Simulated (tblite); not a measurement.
C6H14GaNO.
Cartesian coordinates in Å at the GFN2-xTB level; atoms count from 1:
```
atom  x, y, z in Å
C1     3.518   -0.624    1.059
N2     2.150   -0.656    0.653
C3     1.788   -0.144   -0.431
C4     0.357   -0.133   -0.881
C5    -0.239    1.286   -0.735
C6    -1.088    1.152    0.523
O7    -1.627   -0.157    0.432
Ga8   -3.568   -0.229   -0.254
C9    -0.559   -0.998    0.004
H10    3.571   -0.140    2.035
H11    4.175   -0.101    0.351
H12    3.859   -1.652    1.181
H13    2.485    0.358   -1.119
H14    0.323   -0.453   -1.925
H15    0.526    2.054   -0.642
H16   -0.883    1.515   -1.585
H17   -1.922    1.858    0.570
H18   -0.473    1.229    1.429
H19   -3.482    0.602   -1.571
H20   -3.707   -1.763   -0.397
H21   -4.219    0.486    0.956
H22    0.007   -1.342    0.878
H23   -0.995   -1.849   -0.522
```

Computed with GFN2-xTB (tblite): harmonic, unscaled wavenumbers at the GFN2-xTB geometry, gas phase. This tight-binding method is rough: wavenumbers can miss measured ones by several per cent, in bad cases by 10 to 20. Modes of hydrogen on gallium can be 10 to 20 % off. One conformer, not necessarily the lowest.

Harmonic wavenumbers (cm⁻¹): 27.4, 48.6, 61.1, 83.7, 114.4, 168.0, 187.7, 206.3, 218.0, 298.6, 360.8, 406.1, 429.0, 437.6, 592.2, 642.2, 648.1, 654.1, 707.7, 725.1, 851.9, 894.1, 911.5, 942.6, 978.6, 997.8, 1032.4, 1049.1, 1079.1, 1084.4, 1090.7, 1120.6, 1144.2, 1166.1, 1173.7, 1211.7, 1233.1, 1273.9, 1282.5, 1306.7, 1322.9, 1333.0, 1390.9, 1443.7, 1449.3, 1455.6, 1461.5, 1469.7, 1632.1, 1721.8, 1757.8, 1766.7, 2821.2, 2896.4, 2915.0, 2928.1, 2950.4, 2956.8, 2978.2, 2987.6, 2992.4, 3007.5, 3021.4.

A = 3569, B = 440.7, C = 426.9 MHz; mass 185.033 u (most abundant isotopes); point group C1, symmetry number 1.

Problem. What is the zero-point energy?

Solution. Half the sum of the wavenumbers: 39751 cm⁻¹ = 475.52 kJ/mol.

Problem. Entropy at 273.15 K, 1 bar (ideal gas, RRHO, classical rotation)?

Solution. Translation 172.14, rotation 126.73, vibration 154.45: S = 453.3 J/(mol K).

Problem. And Cp and H(273.15 K) − H(0)?

Solution. Cp = 176.11 J/(mol K), of which vibrations give 142.85 (their classical limit is 63 R = 523.8); H(273.15 K) − H(0) = 29.89 kJ/mol without the zero-point energy, 20.81 from vibrations.

Problem. Blend soft modes into free rotors: weight 1/[1 + (100 cm⁻¹/ν̃)⁴] for the oscillator and the rest for a rotor with moment μB/(μ + B), μ = h/(8π²ν), B = 10⁻⁴⁴ kg m². What vibrational entropy results?

Solution. 136.18 J/(mol K) in place of 154.45, which changes −T·S at 273.15 K by +4.99 kJ/mol.

Problem. What must be added to the electronic energy to get the Gibbs energy at 273.15 K and 1 bar?

Solution. ZPE + [H(273.15 K) − H(0)] − T·S = 475.52 + 29.89 − 123.83 = 381.58 kJ/mol.

Hindered rotation and anharmonicity are outside this model. Other conformers, if any are populated, would add a mixing term that is left out. The structure is chiral; the term R ln 2 for an equal mix with its mirror image is left out.
